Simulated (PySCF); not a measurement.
# UHF on As⁺ (arsenic, charge +1)

Configuration: [Ar] 3d10 4s2 4p2, high-spin 3P determinant. All numbers are calculated (PySCF 2.14, scalar relativity by spin-free X2C-1e, in x2c-SVPall (5s4p3d, 32 functions)).

```json
{
 "Total energy": "-2258.276075 hartree",
 "One-electron energy": "-3133.7664 hartree",
 "Hartree (Coulomb) energy": "957.9655 hartree",
 "Exchange energy": "-82.4751 hartree",
 "⟨S²⟩": "2.0081",
 "⟨L²⟩": "2.023",
 "Sum of ⟨r⟩": "21.66 bohr",
 "Sum of ⟨r²⟩": "30.56 bohr²",
 "Traceless quadrupole moment −½Σ⟨3z² − r²⟩ along its main axis": "2.53 e·bohr²",
 "Langevin diamagnetic susceptibility": "-24.2 ×10⁻⁶ cm³/mol",
 "Time after the integrals": "0.06 s of wall time on 1 thread of Intel(R) Xeon(R) 6975P-C (shared host)"
}
```

```json
{"shell": "1s α", "electrons": "1", "mean orbital energy (eV)": "-11952.5", "spread (eV)": "0", "rms radius, mean of both spins (bohr)": "0.0525"}
{"shell": "1s β", "electrons": "1", "mean orbital energy (eV)": "-11952.3", "spread (eV)": "0", "rms radius, mean of both spins (bohr)": "0.0525"}
{"shell": "2s α", "electrons": "1", "mean orbital energy (eV)": "-1581.8", "spread (eV)": "0", "rms radius, mean of both spins (bohr)": "0.219"}
{"shell": "2s β", "electrons": "1", "mean orbital energy (eV)": "-1581.7", "spread (eV)": "0", "rms radius, mean of both spins (bohr)": "0.219"}
{"shell": "2p α", "electrons": "3", "mean orbital energy (eV)": "-1383.8", "spread (eV)": "0.052", "rms radius, mean of both spins (bohr)": "0.196"}
{"shell": "2p β", "electrons": "3", "mean orbital energy (eV)": "-1383.7", "spread (eV)": "0.162", "rms radius, mean of both spins (bohr)": "0.196"}
{"shell": "3s α", "electrons": "1", "mean orbital energy (eV)": "-235.43", "spread (eV)": "0", "rms radius, mean of both spins (bohr)": "0.640"}
{"shell": "3s β", "electrons": "1", "mean orbital energy (eV)": "-235.11", "spread (eV)": "0", "rms radius, mean of both spins (bohr)": "0.640"}
{"shell": "3p α", "electrons": "3", "mean orbital energy (eV)": "-171.81", "spread (eV)": "0.028", "rms radius, mean of both spins (bohr)": "0.667"}
{"shell": "3p β", "electrons": "3", "mean orbital energy (eV)": "-171.38", "spread (eV)": "0.573", "rms radius, mean of both spins (bohr)": "0.667"}
{"shell": "3d α", "electrons": "5", "mean orbital energy (eV)": "-66.492", "spread (eV)": "0.337", "rms radius, mean of both spins (bohr)": "0.750"}
{"shell": "3d β", "electrons": "5", "mean orbital energy (eV)": "-66.274", "spread (eV)": "0.567", "rms radius, mean of both spins (bohr)": "0.750"}
{"shell": "4s α", "electrons": "1", "mean orbital energy (eV)": "-30.454", "spread (eV)": "0", "rms radius, mean of both spins (bohr)": "2.06"}
{"shell": "4s β", "electrons": "1", "mean orbital energy (eV)": "-25.358", "spread (eV)": "0", "rms radius, mean of both spins (bohr)": "2.06"}
{"shell": "4p α", "electrons": "2", "mean orbital energy (eV)": "-18.449", "spread (eV)": "0", "rms radius, mean of both spins (bohr)": "2.51"}
```

Densities and radii are taken from the X2C orbitals without a picture-change correction, which distorts them close to the nucleus.
